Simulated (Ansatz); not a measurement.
## Which method gave which barrier?

Saddle point of SiH3F3, closed shell (SiH₂F₂ ([F][SiH2][F]) + HF → SiHF₃ ([F][SiH]([F])[F]) + H₂; bonds formed: Si1–F7, H2–H6; bonds broken: Si1–H2, H6–F7), PBE0-D4/def2-TZVP structure:

| atom | x (Å) | y (Å) | z (Å) |
| --- | --- | --- | --- |
| Si1 | -0.3685 | -0.1373 | -0.1604 |
| H2 | 1.2888 | -0.2799 | -0.2025 |
| F3 | -0.3568 | -1.3004 | -1.2608 |
| F4 | -0.9876 | -0.8662 | 1.0939 |
| H5 | -1.1507 | 0.8978 | -0.8342 |
| H6 | 1.1777 | 0.4864 | 0.4155 |
| F7 | 0.3972 | 1.1997 | 0.9485 |

Ansatz 0.2.0; basis: def2-TZVPP, with def2-QZVPP for the basis limit; cores frozen in the correlated methods. Extrapolation: Hartree–Fock as exp(−7.88 √X), correlation as X^−2.97. Four methods, as single points on the PBE0-D4 structures, gave these electronic barriers from the start structure: 1.071, 1.255, 1.403, 2.074 eV.

**Question.** The methods were, in alphabetical order, HF, MP2, PBE-D4, PBE0-D4. Which gave which? (A judgement: the text doesn't fix the answer.)

**Answer.** By the calculation: PBE-D4 1.071; PBE0-D4 1.255; MP2 1.403; HF 2.074 eV. For comparison, CCSD(T) at an estimated basis limit (MP2 extrapolated from triple and quadruple zeta, plus CCSD(T) − MP2 in triple zeta) gives 1.443 eV.

T1 diagnostic: at most 0.013. The end structure is not quite a true minimum (one mode of 31i cm⁻¹).

Labels in which every atom is bracketed show which atoms are joined, not bond orders.

For scale, one of the runs: CCSD(T)/def2-TZVPP, 177 basis functions, launched by `ansatz run in.yaml --threads 2 --pin off --events-out ev --progress --plain --max-ram 4352MiB`. Time: 61 s of wall clock on 2 CPU threads of an Arm Neoverse V1; the host was shared. Peak host memory: 1.7 GiB.
